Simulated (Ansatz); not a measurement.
Breaking the Ge1–H2 bond in GeH2 (SMILES [GeH2]) (multiplicity 1 held, fragments rigid). Energies count from the point at 1.599 Å.
Geometry at that point (charge 0, multiplicity 1):
```xyz
3

Ge     0.007    -0.001     0.066
H     -0.123    -1.129    -1.060
H     -0.089     1.145    -1.046
```

R- and RO- levels are restricted; in cc, def2 and unpolarised 6-31G sets they are followed outwards from rest. Unrestricted levels (U-) break spin symmetry where that is lower. Active spaces are followed from a long bond inwards. Curves can end on different states.

Frozen-core correlation. Filled d and f shells under p-block atoms count as core.

Codes used: Ansatz (Gaussian basis) for Hartree–Fock, density functionals and correlated methods. Values without a source in brackets are computed.

Energies in kcal/mol.

```json
[
 {"R (Å)": "1.279", "R-HF/cc-pVTZ": "25.3", "U-HF/cc-pVTZ": "24.5", "U-wB97X-V/cc-pVTZ": "24.5", "R-CCSD/cc-pVTZ": "26.2", "U-CCSD(T)/cc-pVTZ": "26.3", "FIC-MRCISD+Q on CASSCF(2,2)/cc-pVTZ": "26.1"},
 {"R (Å)": "1.439", "R-HF/cc-pVTZ": "4.4", "U-HF/cc-pVTZ": "4.0", "U-wB97X-V/cc-pVTZ": "4.3", "R-CCSD/cc-pVTZ": "4.9", "U-CCSD(T)/cc-pVTZ": "5.0", "FIC-MRCISD+Q on CASSCF(2,2)/cc-pVTZ": "5.0"},
 {"R (Å)": "1.599", "R-HF/cc-pVTZ": "0.0", "U-HF/cc-pVTZ": "0.0", "U-wB97X-V/cc-pVTZ": "0.0", "R-CCSD/cc-pVTZ": "0.0", "U-CCSD(T)/cc-pVTZ": "0.0", "FIC-MRCISD+Q on CASSCF(2,2)/cc-pVTZ": "0.0"},
 {"R (Å)": "1.759", "R-HF/cc-pVTZ": "4.1", "U-HF/cc-pVTZ": "4.4", "U-wB97X-V/cc-pVTZ": "3.9", "R-CCSD/cc-pVTZ": "3.4", "U-CCSD(T)/cc-pVTZ": "3.2", "FIC-MRCISD+Q on CASSCF(2,2)/cc-pVTZ": "3.2"},
 {"R (Å)": "1.919", "R-HF/cc-pVTZ": "12.4", "U-HF/cc-pVTZ": "12.8", "U-wB97X-V/cc-pVTZ": "11.8", "R-CCSD/cc-pVTZ": "10.6", "U-CCSD(T)/cc-pVTZ": "10.4", "FIC-MRCISD+Q on CASSCF(2,2)/cc-pVTZ": "10.4"},
 {"R (Å)": "2.159", "R-HF/cc-pVTZ": "27.9", "U-HF/cc-pVTZ": "28.5", "U-wB97X-V/cc-pVTZ": "26.6", "R-CCSD/cc-pVTZ": "24.2", "U-CCSD(T)/cc-pVTZ": "23.6", "FIC-MRCISD+Q on CASSCF(2,2)/cc-pVTZ": "23.5"},
 {"R (Å)": "2.399", "R-HF/cc-pVTZ": "43.9", "U-HF/cc-pVTZ": "39.8", "U-wB97X-V/cc-pVTZ": "41.9", "R-CCSD/cc-pVTZ": "37.6", "U-CCSD(T)/cc-pVTZ": "37.1", "FIC-MRCISD+Q on CASSCF(2,2)/cc-pVTZ": "36.5"},
 {"R (Å)": "2.799", "R-HF/cc-pVTZ": "68.3", "U-HF/cc-pVTZ": "47.9", "U-wB97X-V/cc-pVTZ": "61.5", "R-CCSD/cc-pVTZ": "56.0", "U-CCSD(T)/cc-pVTZ": "55.6", "FIC-MRCISD+Q on CASSCF(2,2)/cc-pVTZ": "53.5"},
 {"R (Å)": "3.199", "R-HF/cc-pVTZ": "88.4", "U-HF/cc-pVTZ": "50.7", "U-wB97X-V/cc-pVTZ": "69.4", "R-CCSD/cc-pVTZ": "68.0", "U-CCSD(T)/cc-pVTZ": "66.5", "FIC-MRCISD+Q on CASSCF(2,2)/cc-pVTZ": "63.9"},
 {"R (Å)": "3.679", "R-HF/cc-pVTZ": "107.4", "U-HF/cc-pVTZ": "51.8", "U-wB97X-V/cc-pVTZ": "72.6", "R-CCSD/cc-pVTZ": "75.5", "U-CCSD(T)/cc-pVTZ": "70.7", "FIC-MRCISD+Q on CASSCF(2,2)/cc-pVTZ": "69.4"},
 {"R (Å)": "4.318", "R-HF/cc-pVTZ": "125.9", "U-HF/cc-pVTZ": "52.2", "U-wB97X-V/cc-pVTZ": "73.6", "R-CCSD/cc-pVTZ": "79.1", "U-CCSD(T)/cc-pVTZ": "71.7", "FIC-MRCISD+Q on CASSCF(2,2)/cc-pVTZ": "71.6"},
 {"R (Å)": "5.118", "R-HF/cc-pVTZ": "141.2", "U-HF/cc-pVTZ": "52.2", "U-wB97X-V/cc-pVTZ": "73.8", "R-CCSD/cc-pVTZ": "80.2", "U-CCSD(T)/cc-pVTZ": "71.9", "FIC-MRCISD+Q on CASSCF(2,2)/cc-pVTZ": "72.1"}
]
```

Doubts at one or more of the structures used: a restricted determinant that unrestricted orbitals would lower (R-HF/cc-pVTZ, R-CCSD/cc-pVTZ); a spin-contaminated determinant (U-HF/cc-pVTZ, U-wB97X-V/cc-pVTZ, U-CCSD(T)/cc-pVTZ); T1 above 0.05 (R-CCSD/cc-pVTZ, U-CCSD(T)/cc-pVTZ); other coupled-cluster roots lie near (R-CCSD/cc-pVTZ); the program's own flag: large difference (U-CCSD(T)/cc-pVTZ).

Ansatz is a first-principles code.
